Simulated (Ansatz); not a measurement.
Geometry optimisation, Ansatz, RKS PBE-D4/def2-SVP.

The input (input.yaml):

```yaml
crystal:
  periodic: [false, false, false]
  atoms:
    - { symbol: O, position_ang: [0.4572, 1.6525, -0.3672] }
    - { symbol: C, position_ang: [0.4872, 0.2667, -0.3574] }
    - { symbol: Br, position_ang: [0.0661, -0.332, -2.1966] }
    - { symbol: Si, position_ang: [-0.5096, -0.6615, 0.8375] }
    - { symbol: F, position_ang: [-0.2203, -2.2434, 0.7422] }
    - { symbol: H, position_ang: [0.5746, 1.9649, -1.3065] }
    - { symbol: H, position_ang: [1.5686, 0.0107, -0.1953] }
    - { symbol: H, position_ang: [-1.9962, -0.4907, 0.542] }
    - { symbol: H, position_ang: [-0.3391, -0.2134, 2.2843] }
basis:
  gaussian: { orbitals: def2-SVP }
hamiltonian:
  xc: pbe
  dispersion: d4
relax:
  f_tol: 0.015
  max_steps: 40
```

Launched with:

```bash
$ ansatz run input.yaml --threads 2 --pin off --max-ram 3072MiB --backend cpu --events-out ev --progress --plain --runs-dir out
```

**Question.** Where does it end, and by what steps?

**Answer.** The forces met the threshold. After 8 steps the energy has fallen by 0.510 eV; H6 moved furthest, 0.45 Å.

| step | energy less start (eV) | largest force component (eV/Å) | accepted |
| --- | --- | --- | --- |
| 0 | 0.0000 | 2.863 | yes |
| 1 | -0.3572 | 1.058 | yes |
| 2 | -0.4440 | 1.211 | yes |
| 3 | -0.4896 | 0.467 | yes |
| 4 | -0.5053 | 0.234 | yes |
| 5 | -0.5064 | 0.252 | yes |
| 6 | -0.5095 | 0.063 | yes |
| 7 | -0.5097 | 0.035 | yes |
| 8 | -0.5098 | 0.005 | yes |

```xyz
9
Properties=species:S:1:pos:R:3
O 0.199 1.606 -0.377
C 0.496 0.264 -0.441
Br 0.030 -0.561 -2.249
Si -0.578 -0.650 0.845
F -0.178 -2.236 0.816
H 0.816 2.103 -0.950
H 1.580 0.026 -0.367
H -2.021 -0.476 0.493
H -0.256 -0.122 2.213
```

The run took 22 s on 2 threads of Intel(R) Xeon(R) Platinum 8488C (Sapphire Rapids), on a shared host, peak memory 0.21 GiB.
